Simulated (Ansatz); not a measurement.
CoI2 (the lowest doublet isomer of a short search) was relaxed with PBE0-D4 (def2-TZVP) in Ansatz in these states: neutral quartet, neutral sextet. The geometries follow in no particular order.

In the def2 sets I takes a core potential; there is no spin–orbit coupling.

A:

```csv
atom,x (Å),y (Å),z (Å)
Co1,0.0000,0.0000,0.0000
I2,-0.7391,1.3236,-1.8873
I3,0.7391,-1.3237,1.8873
```

B:

```xyz
3

Co    1.037    1.010   -0.126
I    -0.257   -0.963   -1.459
I    -0.780   -0.047    1.585
```

Task: Judge from the bond lengths which geometry belongs to which state (an estimate).

Result: A is the neutral quartet (Co1–I3 2.421 Å, Co1–I2 2.421 Å); B is the neutral sextet (Co1–I3 2.710 Å, Co1–I2 2.710 Å).

At PBE0-D4/def2-TZVP a quartet lies 2.71 eV below the neutral sextet. In the sextet, I2 and I3 lie 3.22 Å apart (atoms count from 1), so these atoms are partly bonded to each other. These are the stationary points nearest to one start from a short search; other shapes may lie lower in each state.
